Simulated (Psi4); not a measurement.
methane (CH4), singlet, geometry from GFN2-xTB. Base run: M06-2X/3-21G (Psi4 1.11).

Psi4 was given this input:
```
memory 2 GB

molecule {
0 1
C     0.00000000    0.00000000    0.00000000
H     0.63659729    0.62709564    0.61038865
H    -0.62802620   -0.60691709    0.63899460
H     0.61285682   -0.64240181   -0.61871302
H    -0.62142791    0.62222325   -0.63067023
}

set {
  basis 3-21g
}

energy('m06-2x')
print_variables()
```

Each row names what was changed in the base input (with any setting that the change needs).

```csv
change,ΔE vs base (mEh),point group used,SCF cycles
base,0.000,c1,6
jitter_ang = 0.002,0.090,c1,6
molecule keys = symmetry c1,0.000,c1,6
molecule keys = no_reorient,0.000,c1,6
"molecule keys = symmetry c1, no_reorient, no_com",0.000,c1,6
```
